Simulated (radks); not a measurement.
Values are calculated unless marked as measured or tabulated.
All-electron atom: the cerium ion Ce29+ in [Ar] 3d10 4s1. Level of theory: Dirac Kohn-Sham, LB94 model potential, spin-unpolarised, spherical densities, finite nucleus; Fermi nuclear charge, rms radius 4.8771 fm (a radial shooting solver on a logarithmic mesh with Libxc functionals).

Radial electron density D(r) = 4 pi r^2 rho(r):

| r (bohr) | D(r) (e/bohr) |
|---|---|
| 0.001572 | 5.951 |
| 0.002015 | 8.862 |
| 0.002562 | 12.85 |
| 0.003256 | 18.31 |
| 0.00414 | 25.53 |
| 0.005263 | 34.63 |
| 0.006744 | 45.74 |
| 0.008573 | 57.26 |
| 0.0109 | 67.87 |
| 0.01385 | 75.32 |
| 0.01761 | 77.58 |
| 0.02257 | 74.27 |
| 0.02869 | 68.91 |
| 0.03648 | 67.72 |
| 0.04637 | 75.67 |
| 0.05895 | 89.83 |
| 0.07554 | 98.19 |
| 0.09603 | 90.10 |
| 0.1221 | 73.91 |
| 0.1552 | 69.26 |
| 0.1973 | 77.85 |
| 0.2508 | 75.72 |
| 0.3214 | 49.58 |
| 0.4086 | 21.21 |
| 0.5194 | 7.055 |
| 0.6603 | 2.441 |
| 0.8394 | 0.6047 |
| 1.076 | 0.05756 |
| 1.367 | 0.001773 |

D(r) has 3 maxima, at r = 0.0172, 0.0761, 0.219 bohr, and minima at 0.0337, 0.146 bohr, inside which lie 2.03, 11.28 electrons.
